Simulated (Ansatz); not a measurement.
`CC(C)(O)F` + `O[SiH](O)[SiH3]` → `CO[SiH](O)[SiH3]` + `CC(O)F`  (substitution at a C–C bond)

Computed with Ansatz on PBE0-D4/def2-TZVP structures; ΔE is electronic, products minus reactants. CCSD(T)/CBS adds triple-zeta CCSD(T) − MP2 to the extrapolated MP2 energy (def2 sets, frozen cores). This one scheme is used for every species. DFT in def2-TZVPP. B3LYP here is the variant with VWN-RPA as its local correlation; programs differ in this. One conformer a species, not always the lowest.

`CC(C)(O)F`:

Z-matrix (Å, degrees):
```
C
C 1 1.513
H 1 1.091 2 110.1
H 1 1.090 2 110.6 3 120.6
H 1 1.093 2 109.9 3 -120.0
C 2 1.507 1 114.3 3 -62.1
O 2 1.382 1 112.4 3 61.2
F 2 1.400 1 106.4 3 179.4
H 6 1.090 2 109.2 1 -179.0
H 6 1.090 2 110.1 1 -59.1
H 6 1.090 2 110.1 1 61.5
H 7 0.962 2 108.6 1 48.2
```

`O[SiH](O)[SiH3]`:

```xyz
10

O    -1.690    0.834   -0.642
Si   -0.294    0.717    0.225
O     0.942    1.584   -0.433
Si    0.512   -1.483    0.310
H    -1.695    0.461   -1.526
H    -0.677    1.267    1.551
H     0.857    2.540   -0.450
H     0.730   -1.997   -1.072
H    -0.482   -2.364    0.981
H     1.796   -1.559    1.056
```

`CO[SiH](O)[SiH3]`:

Cartesian coordinates in Å:
```
C -1.314 1.641 0.998
O -0.916 0.563 0.179
Si 0.557 -0.153 0.267
O 1.790 0.848 -0.175
Si 0.386 -2.022 -1.136
H -2.394 1.764 0.904
H -1.073 1.454 2.051
H -0.826 2.571 0.689
H 0.872 -0.470 1.686
H 1.848 1.099 -1.098
H 0.229 -1.579 -2.550
H -0.781 -2.867 -0.768
H 1.621 -2.849 -1.047
```

`CC(O)F`:

```xyz
9

C     0.383    0.947   -0.097
C    -0.306   -0.384   -0.135
O     0.323   -1.245    0.735
F    -1.632   -0.223    0.253
H     0.392    1.319    0.929
H     1.410    0.846   -0.448
H    -0.144    1.659   -0.733
H    -0.356   -0.800   -1.151
H    -0.070   -2.119    0.648
```

**Question.** Is it downhill or uphill in electronic energy at CCSD(T)/CBS, and by how much? (Estimate.)

**Answer.** Computed: Uphill: ΔE = +77.6 kJ/mol.

**Question.** What do these levels give: revPBE-D4, PBE0-D4, PBE0, B3LYP, CCSD/def2-SVP, CCSD(T)/def2-TZVPP? (Estimate.)

**Answer.** The calculation gave: revPBE-D4 69.4, PBE0-D4 72.4, PBE0 71.9, B3LYP 64.4, CCSD/def2-SVP 68.5, CCSD(T)/def2-TZVPP 74.7 kJ/mol.

**Question.** What do rigid-rotor, harmonic-oscillator terms from PBE0-D4/def2-TZVP frequencies (298.15 K, 1 bar) make of the CCSD(T)/CBS value? (Estimate.)

**Answer.** Computed: ΔZPE = +2.8 kJ/mol, ΔH = +81.4 kJ/mol, ΔS = 18 J/(mol·K), ΔG = +76.1 kJ/mol.

Largest T1 diagnostic among the species: 0.013.

In def2-TZVPP, CCSD(T) changes the Hartree–Fock value by +13.0 kJ/mol (the triples alone add +1.3 kJ/mol) and MP2 by +17.9 kJ/mol. Leaving LDA and LC-ωPBE aside and taking each functional with its dispersion term where it has one, the values, not all of them listed here, spread over 13.4 kJ/mol, from BLYP-D4 to PBE-QIDH. LDA lies +10.2 kJ/mol from PBE without D4. From BLYP to BHLYP (50 % exact exchange), in def2-TZVPP and without D4, ΔE moves by +6.3 kJ/mol.
